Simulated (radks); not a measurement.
The numbers below are computed, except where a source is named.
Neutral magnesium, [Ne] 3s2. Level of theory: non-relativistic Kohn-Sham, LDA (Slater exchange, Perdew-Wang correlation), spin-polarised, spherical densities, point nucleus (a radial shooting solver on a logarithmic mesh with Libxc functionals). Every spin shell is full or empty, so the densities are truly spherical. Functionals are evaluated on that one density, not self-consistently. Rank these exchange functionals by their error against the exact value of the orbitals, and give that value: LDA, revPBE, PW91, AM05, SOGGA, G96, APBE, r2SCAN.

Answer. Exact: -15.9138 hartree. From best to worst, with 100 (|E| - |E exact|)/|E exact| (equal figures are ties): PW91 +0.07, revPBE +0.16, r2SCAN +0.16, G96 +0.22, APBE +0.89, SOGGA -3.60, AM05 -7.30, LDA -8.49.
